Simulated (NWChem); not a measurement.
Species: AlI$_{2}$ cation; SMILES [I][Al+][I]

Results from NWChem. Geometry: optimised at PBE0/def2-SVP. def2 effective core potentials on I; no spin-orbit coupling. Level SCAN/def2-SVP: energy and gradient on several grids; changes count from the extra-fine grid, which is no exact limit either.

Q: Which is the coarsest grid (xfine; fine; xcoarse; coarse; medium) from which on the energy stays within 500 μHa and each gradient component within 500 μHa/bohr of xfine?

A: fine.
| grid | size of the energy change (μHa) | largest change of a gradient component (μHa/bohr) |
|---|---|---|
| xcoarse | 10000 | 600 |
| coarse | 2000 | 200 |
| medium | 1000 | 30 |
| fine | 100 | < 30 |
| xfine | < 10 | < 30 |
